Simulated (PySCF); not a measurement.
PySCF input (M06-2X/def2-TZVPD):

```python
from pyscf import gto, scf, dft

mol = gto.M(
    atom='''
    Si    0.79334715   -0.20873346    0.74708962
    H     1.83118120   -0.48928727   -0.33631969
    Cl   -0.76106126    0.20067975   -0.59546677
    ''',
    basis='def2-tzvpd',
    charge=0,
    spin=0,
    verbose=4,
)

mf = dft.RKS(mol, xc='m062x').density_fit(auxbasis='def2-universal-jkfit')
mf.grids.level = 4
mf.conv_tol = 1e-9
mf.max_cycle = 100
mf.max_memory = 1500
mf.kernel()
if not mf.converged:
    mf = mf.newton()
    mf.kernel(mf.make_rdm1())
mf.analyze()
```

Output:

```
PySCF version 2.14.0

[INPUT] verbose = 4
[INPUT] num. atoms = 3
[INPUT] num. electrons = 32
[INPUT] charge = 0
[INPUT] spin (= nelec alpha-beta = 2S) = 0
[INPUT] symmetry False subgroup None
[INPUT] Mole.unit = angstrom
[INPUT] Symbol           X                Y                Z      unit          X                Y                Z       unit  Magmom
[INPUT]  1 Si     0.793347150000  -0.208733460000   0.747089620000 AA    1.499208835204  -0.394449072433   1.411794772305 Bohr   0.0
[INPUT]  2 H      1.831181200000  -0.489287270000  -0.336319690000 AA    3.460430952452  -0.924618936536  -0.635552104399 Bohr   0.0
[INPUT]  3 Cl    -0.761061260000   0.200679750000  -0.595466770000 AA   -1.438197345416   0.379229766246  -1.125269111579 Bohr   0.0

nuclear repulsion = 68.3274290052392
number of shells = 36
number of NR pGTOs = 152
number of NR cGTOs = 98
basis = def2-tzvpd
ecp = {}

******** <class 'pyscf.df.df_jk.DFRKS'> ********
method = DFRKS
initial guess = minao
damping factor = 0
level_shift factor = 0
DIIS = <class 'pyscf.scf.diis.CDIIS'>
diis_start_cycle = 1
diis_space = 8
diis_damp = 0
SCF conv_tol = 1e-09
SCF conv_tol_grad = None
SCF max_cycles = 100
direct_scf = False
XC library pyscf.dft.libxc version 7.1.2
    S. Lehtola, C. Steigemann, M. J. T. Oliveira, and M. A. L. Marques,  SoftwareX 7, 1–5 (2018)
XC functionals = m062x
    Y. Zhao and D. G. Truhlar,  Theor. Chem. Acc. 120, 215 (2008)
    Y. Zhao and D. G. Truhlar,  Theor. Chem. Acc. 120, 215 (2008)
radial grids:
    Treutler-Ahlrichs [JCP 102, 346 (1995); DOI:10.1063/1.469408] (M4) radial grids

becke partition: Becke, JCP 88, 2547 (1988); DOI:10.1063/1.454033
pruning grids: <function nwchem_prune>
grids dens level: 4
symmetrized grids: False
atomic radii adjust function: <function treutler_atomic_radii_adjust>
small_rho_cutoff = 0
Set gradient conv threshold to 3.16228e-05
Initial guess from minao.
tot grids = 73320
******** <class 'pyscf.df.df.DF'> ********
auxbasis = def2-universal-jkfit
init E= -750.198584493304
  HOMO = -0.234565544434492  LUMO = -0.106953127908127  gap/eV = 3.47251
cycle= 1 E= -750.242278311139  delta_E= -0.0437  |g|= 0.275  |ddm|=  1.2
  HOMO = -0.3044825429679  LUMO = -0.10723760352894  gap/eV = 5.36731
cycle= 2 E= -750.245707092429  delta_E= -0.00343  |g|= 0.286  |ddm|= 0.594
  HOMO = -0.298222820186588  LUMO = -0.0824751409382571  gap/eV = 5.87079
cycle= 3 E= -750.268049461531  delta_E= -0.0223  |g|= 0.0199  |ddm|= 0.266
  HOMO = -0.296177469514873  LUMO = -0.0779162430792191  gap/eV = 5.93919
cycle= 4 E= -750.268146240548  delta_E= -9.68e-05  |g|= 0.00537  |ddm|= 0.0328
  HOMO = -0.296923062930766  LUMO = -0.0782031352665413  gap/eV = 5.95167
cycle= 5 E= -750.268156982128  delta_E= -1.07e-05  |g|= 0.00137  |ddm|= 0.0101
  HOMO = -0.296886283282912  LUMO = -0.0782228412863688  gap/eV = 5.95014
cycle= 6 E= -750.268157828183  delta_E= -8.46e-07  |g|= 0.000409  |ddm|= 0.00313
  HOMO = -0.296908852481252  LUMO = -0.0782599093913312  gap/eV = 5.94974
cycle= 7 E= -750.268157902982  delta_E= -7.48e-08  |g|= 9.93e-05  |ddm|= 0.00063
  HOMO = -0.296901649777325  LUMO = -0.0782534803010755  gap/eV = 5.94972
cycle= 8 E= -750.268157911101  delta_E= -8.12e-09  |g|= 2.43e-05  |ddm|= 0.000281
  HOMO = -0.296904635725483  LUMO = -0.0782560154295489  gap/eV = 5.94973
cycle= 9 E= -750.268157911589  delta_E= -4.88e-10  |g|= 3.13e-06  |ddm|= 5.88e-05
  HOMO = -0.296903831642204  LUMO = -0.078255485746741  gap/eV = 5.94972
Extra cycle  E= -750.268157911598  delta_E= -8.87e-12  |g|= 1.49e-06  |ddm|= 7.04e-06
converged SCF energy = -750.268157911598
**** SCF Summaries ****
Total Energy =                        -750.268157911597768
Nuclear Repulsion Energy =              68.327429005239182
One-electron Energy =                -1173.327623417037785
Two-electron Energy =                  354.732036500200877
Two-electron Coulomb Energy =          404.217122371749781
DFT Exchange-Correlation Energy =      -49.485085871548890
HOMO-LUMO gap [eV] =                     5.949724542795935
**** MO energy ****
MO #1   energy= -102.639994919952  occ= 2
MO #2   energy= -67.0670637264026  occ= 2
MO #3   energy= -9.8038207820501   occ= 2
MO #4   energy= -7.52366547510895  occ= 2
MO #5   energy= -7.52232469332752  occ= 2
MO #6   energy= -7.52081448049574  occ= 2
MO #7   energy= -5.60135812582426  occ= 2
MO #8   energy= -3.9110199069735   occ= 2
MO #9   energy= -3.90834246857385  occ= 2
MO #10  energy= -3.90549939834235  occ= 2
MO #11  energy= -0.922019027394384 occ= 2
MO #12  energy= -0.577361023381343 occ= 2
MO #13  energy= -0.44078650494199  occ= 2
MO #14  energy= -0.408056575361356 occ= 2
MO #15  energy= -0.400163401777009 occ= 2
MO #16  energy= -0.296903831642204 occ= 2
MO #17  energy= -0.078255485746741 occ= 0
MO #18  energy= 0.0106658679960649 occ= 0
MO #19  energy= 0.0214244999829451 occ= 0
MO #20  energy= 0.0485872925237966 occ= 0
MO #21  energy= 0.0503646545805011 occ= 0
MO #22  energy= 0.0509161725575034 occ= 0
MO #23  energy= 0.0710550571045581 occ= 0
MO #24  energy= 0.0896967557207116 occ= 0
MO #25  energy= 0.114537633479565  occ= 0
MO #26  energy= 0.123822934011448  occ= 0
MO #27  energy= 0.13234155761274   occ= 0
MO #28  energy= 0.163450920073174  occ= 0
MO #29  energy= 0.178204427857615  occ= 0
MO #30  energy= 0.190265804053862  occ= 0
MO #31  energy= 0.220802933973387  occ= 0
MO #32  energy= 0.233662533090718  occ= 0
MO #33  energy= 0.235868489161073  occ= 0
MO #34  energy= 0.243576292915621  occ= 0
MO #35  energy= 0.25232652896928   occ= 0
MO #36  energy= 0.257154496223748  occ= 0
MO #37  energy= 0.271554202374234  occ= 0
MO #38  energy= 0.331116800988675  occ= 0
MO #39  energy= 0.342528829580613  occ= 0
MO #40  energy= 0.364026323426748  occ= 0
MO #41  energy= 0.371970768050213  occ= 0
MO #42  energy= 0.403156050381507  occ= 0
MO #43  energy= 0.418251290594578  occ= 0
MO #44  energy= 0.432991120969407  occ= 0
MO #45  energy= 0.466442495984346  occ= 0
MO #46  energy= 0.511661715621717  occ= 0
MO #47  energy= 0.569213768557195  occ= 0
MO #48  energy= 0.582776940332984  occ= 0
MO #49  energy= 0.608606833398145  occ= 0
MO #50  energy= 0.654718542345544  occ= 0
MO #51  energy= 0.65996702973191   occ= 0
MO #52  energy= 0.669552626042655  occ= 0
MO #53  energy= 0.672967271971543  occ= 0
MO #54  energy= 0.711274703854926  occ= 0
MO #55  energy= 0.7778999860104    occ= 0
MO #56  energy= 1.01821278638962   occ= 0
MO #57  energy= 1.0246197017451    occ= 0
MO #58  energy= 1.02818596285206   occ= 0
MO #59  energy= 1.04854262569519   occ= 0
MO #60  energy= 1.05958795079233   occ= 0
MO #61  energy= 1.0916957289512    occ= 0
MO #62  energy= 1.09316078704659   occ= 0
MO #63  energy= 1.09615414259562   occ= 0
MO #64  energy= 1.15944328056048   occ= 0
MO #65  energy= 1.19704632267801   occ= 0
MO #66  energy= 1.20472944776002   occ= 0
MO #67  energy= 1.26785829719183   occ= 0
MO #68  energy= 1.31407336232654   occ= 0
MO #69  energy= 1.31416502286459   occ= 0
MO #70  energy= 1.47634346488635   occ= 0
MO #71  energy= 1.76042463843297   occ= 0
MO #72  energy= 1.87888361200429   occ= 0
MO #73  energy= 1.88667131529231   occ= 0
MO #74  energy= 1.97205379671275   occ= 0
MO #75  energy= 1.9819061453735    occ= 0
MO #76  energy= 2.00209935568656   occ= 0
MO #77  energy= 2.01620703439754   occ= 0
MO #78  energy= 2.0515919745675    occ= 0
MO #79  energy= 2.12253202579088   occ= 0
MO #80  energy= 2.12330623824499   occ= 0
MO #81  energy= 2.1708376363065    occ= 0
MO #82  energy= 2.203751874345     occ= 0
MO #83  energy= 2.32770165124753   occ= 0
MO #84  energy= 2.33913184071572   occ= 0
MO #85  energy= 2.36622476188595   occ= 0
MO #86  energy= 2.44570224270663   occ= 0
MO #87  energy= 2.44591402398171   occ= 0
MO #88  energy= 2.50994506151265   occ= 0
MO #89  energy= 2.79959455256103   occ= 0
MO #90  energy= 2.88024347195713   occ= 0
MO #91  energy= 6.09459408998852   occ= 0
MO #92  energy= 6.26389132913121   occ= 0
MO #93  energy= 6.36035139579986   occ= 0
MO #94  energy= 10.0444688602626   occ= 0
MO #95  energy= 10.8656801956941   occ= 0
MO #96  energy= 10.8813367910089   occ= 0
MO #97  energy= 11.226076109249    occ= 0
MO #98  energy= 25.2092855794285   occ= 0
 ** Mulliken pop on meta-lowdin orthogonal AOs  **
 ** Mulliken pop  **
pop of  0 Si 1s           1.99999
pop of  0 Si 2s           1.99971
pop of  0 Si 3s           1.70581
pop of  0 Si 4s           0.00884
pop of  0 Si 5s           0.00015
pop of  0 Si 6s           0.00019
pop of  0 Si 2px          1.99993
pop of  0 Si 2py          1.99988
pop of  0 Si 2pz          1.99994
pop of  0 Si 3px          0.57144
pop of  0 Si 3py          0.18062
pop of  0 Si 3pz          1.08513
pop of  0 Si 4px          0.01018
pop of  0 Si 4py          0.00146
pop of  0 Si 4pz          0.00367
pop of  0 Si 5px          0.00043
pop of  0 Si 5py          0.00010
pop of  0 Si 5pz          0.00029
pop of  0 Si 6px          0.00001
pop of  0 Si 6py          0.00000
pop of  0 Si 6pz          0.00004
pop of  0 Si 3dxy         0.00632
pop of  0 Si 3dyz         0.00484
pop of  0 Si 3dz^2        0.00861
pop of  0 Si 3dxz         0.01356
pop of  0 Si 3dx2-y2      0.00902
pop of  0 Si 4dxy         0.00014
pop of  0 Si 4dyz         0.00013
pop of  0 Si 4dz^2        0.00025
pop of  0 Si 4dxz         0.00133
pop of  0 Si 4dx2-y2      0.00018
pop of  0 Si 5dxy         0.00009
pop of  0 Si 5dyz         0.00009
pop of  0 Si 5dz^2        0.00009
pop of  0 Si 5dxz         0.00083
pop of  0 Si 5dx2-y2      0.00018
pop of  0 Si 4f-3         0.00020
pop of  0 Si 4f-2         0.00060
pop of  0 Si 4f-1         0.00007
pop of  0 Si 4f+0         0.00023
pop of  0 Si 4f+1         0.00038
pop of  0 Si 4f+2         0.00074
pop of  0 Si 4f+3         0.00020
pop of  1 H 1s            1.09647
pop of  1 H 2s            0.00338
pop of  1 H 3s            0.00116
pop of  1 H 2px           0.00188
pop of  1 H 2py           0.00015
pop of  1 H 2pz           0.00186
pop of  1 H 3px           0.00097
pop of  1 H 3py           0.00012
pop of  1 H 3pz           0.00097
pop of  2 Cl 1s           1.99999
pop of  2 Cl 2s           1.99975
pop of  2 Cl 3s           1.86461
pop of  2 Cl 4s           0.00235
pop of  2 Cl 5s           0.00122
pop of  2 Cl 6s           0.00043
pop of  2 Cl 2px          1.99998
pop of  2 Cl 2py          1.99998
pop of  2 Cl 2pz          1.99998
pop of  2 Cl 3px          1.74520
pop of  2 Cl 3py          1.82655
pop of  2 Cl 3pz          1.80645
pop of  2 Cl 4px          0.00214
pop of  2 Cl 4py          0.00020
pop of  2 Cl 4pz          0.00216
pop of  2 Cl 5px          0.00033
pop of  2 Cl 5py          0.00025
pop of  2 Cl 5pz          0.00057
pop of  2 Cl 6px          0.00025
pop of  2 Cl 6py          0.00033
pop of  2 Cl 6pz          0.00035
pop of  2 Cl 7px          0.00015
pop of  2 Cl 7py          0.00012
pop of  2 Cl 7pz          0.00013
pop of  2 Cl 3dxy         0.00311
pop of  2 Cl 3dyz         0.00235
pop of  2 Cl 3dz^2        0.00256
pop of  2 Cl 3dxz         0.00843
pop of  2 Cl 3dx2-y2      0.00359
pop of  2 Cl 4dxy         0.00030
pop of  2 Cl 4dyz         0.00018
pop of  2 Cl 4dz^2        0.00032
pop of  2 Cl 4dxz         0.00039
pop of  2 Cl 4dx2-y2      0.00035
pop of  2 Cl 5dxy         0.00004
pop of  2 Cl 5dyz         0.00002
pop of  2 Cl 5dz^2        0.00019
pop of  2 Cl 5dxz         0.00019
pop of  2 Cl 5dx2-y2      0.00010
pop of  2 Cl 4f-3         0.00011
pop of  2 Cl 4f-2         0.00029
pop of  2 Cl 4f-1         0.00004
pop of  2 Cl 4f+0         0.00019
pop of  2 Cl 4f+1         0.00042
pop of  2 Cl 4f+2         0.00043
pop of  2 Cl 4f+3         0.00011
 ** Mulliken atomic charges  **
charge of    0Si =      0.38412
charge of    1H =     -0.10696
charge of    2Cl =     -0.27716
Dipole moment(X, Y, Z, Debye):  1.08812, -0.28783,  0.59995
```
